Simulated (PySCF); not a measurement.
Al(F)2(OH) (AlF2HO), SMILES [OH][Al]([F])[F].

The structure is a stationary point at PBE0-D3(BJ)/def2-SVP. One conformer was computed; it need not be the lowest.

Calculation: PySCF with IEF-PCM-M06-2X/def2-SVP.

The values are the electrostatic part of the solvation free energy, E(continuum) − E(gas) at the gas-phase geometry, in a cavity of scaled van der Waals radii (PySCF's table); cavitation and dispersion terms are not included. A continuum can't describe solvent molecules that bind to the metal. In vacuum the orbital gap is 11.12 eV. The dipole moment in vacuum is 2.21 D.

Task: Estimate the values in water (ε = 78.36), acetone (ε = 20.49), ethanol (ε = 24.85). (Estimate from the structure and the level; the computed values follow.)

Result: 
```
solvent      ε  ΔG(elec) (kcal/mol)  dipole (D)  gap (eV)
-------  -----  -------------------  ----------  --------
water    78.36                -10.1        2.49     11.15
acetone  20.49                 -9.5        2.47     11.15
ethanol  24.85                 -9.7        2.48     11.15
```
